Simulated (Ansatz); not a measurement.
Start from `C[B](F)[SbH][Cl]` and change one atom or group to get `CB(F)[SiH2]O`.

Ansatz, PBE0-D4/def2-TZVP geometries, multiplicity 1. Each molecule was computed in one conformer, which needn't be the lowest.

Elements past krypton have def2 core potentials.

```tsv
property	`C[B](F)[SbH][Cl]`
HOMO–LUMO gap (PBE/def2-TZVPP) / eV	3.60
size of the dipole moment (ωB97M-V/def2-TZVPP) / D	1.75
HOMO energy (B3LYP/def2-TZVPP) / eV	-6.89
LUMO energy (PBE0/def2-TZVPP) / eV	-1.58
HOMO–LUMO gap (B3LYP/def2-TZVPP) / eV	5.10
size of the dipole moment (B3LYP/def2-TZVPP) / D	1.68
```

Give the same properties after the change, and the shifts. (An estimate is asked.)

Computed: 
```tsv
property	`CB(F)[SiH2]O`	shift
HOMO–LUMO gap (PBE/def2-TZVPP) / eV	4.04	0.44
size of the dipole moment (ωB97M-V/def2-TZVPP) / D	2.14	0.39
HOMO energy (B3LYP/def2-TZVPP) / eV	-7.36	-0.47
LUMO energy (PBE0/def2-TZVPP) / eV	-1.19	0.39
HOMO–LUMO gap (B3LYP/def2-TZVPP) / eV	5.97	0.87
size of the dipole moment (B3LYP/def2-TZVPP) / D	2.13	0.45
```

With PBE0 the HOMO falls by 0.46 eV and the LUMO rises by 0.39 eV, so the gap widens by about 0.85 eV. PBE moves the HOMO by -0.22 eV and ωB97M-V by -0.61 eV. Dipoles are sizes alone; their direction can turn.

B3LYP here is the variant with VWN-RPA as its local correlation; programs differ in this.

Spin–orbit coupling is left out; it splits and shifts lone-pair levels of the heavy atoms by tenths of an eV.
